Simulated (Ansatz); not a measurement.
Stepwise reaction of `[CH3][Al]([CH3])[F]` with water, as a gas-phase model of exchange steps in deposition or etching. ΔE in kJ/mol.

Program: Ansatz. Geometries: PBE0-D4/def2-TZVP. ΔE: electronic, gas phase. CCSD(T)/CBS adds triple-zeta CCSD(T) − MP2 to the extrapolated MP2 energy (def2 sets, frozen cores). This one scheme is used for every species. Functionals use def2-TZVPP. B3LYP here is the variant with VWN-RPA as its local correlation; programs differ in this. Each species was taken in one conformer, which may not be the lowest.

```
step                                                  reaction  PBE-D4  B3LYP-D4  ωB97M-V  CCSD(T)/CBS
   1  `[CH3][Al]([CH3])[F]` + H₂O → `[CH3][Al]([OH])[F]` + CH₄  -138.2    -150.0   -145.2       -144.5
```

**Question.** Give the row of step 2, `[CH3][Al]([OH])[F]` + H₂O → `[OH][Al]([OH])[F]` + CH₄. (Best estimate.)

**Answer.** Ansatz gave: 
| step | reaction | PBE-D4 | B3LYP-D4 | ωB97M-V | CCSD(T)/CBS |
| --- | --- | --- | --- | --- | --- |
| 2 | `[CH3][Al]([OH])[F]` + H₂O → `[OH][Al]([OH])[F]` + CH₄ | -118.7 | -130.9 | -126.1 | -127.1 |

**Question.** By hand: ΔE of the 2 steps together at CCSD(T)/CBS.

**Answer.** (-144.5) + (-127.1) = -271.6 kJ/mol, or -135.8 kJ/mol a step.

In ΔE each step is higher than the one before. All are downhill at CCSD(T)/CBS. PBE-D4 differs from CCSD(T)/CBS by 6.3 to 8.4 kJ/mol a step. Isolated molecules leave out the surface, adducts and barriers. Largest T1 diagnostic: 0.012.
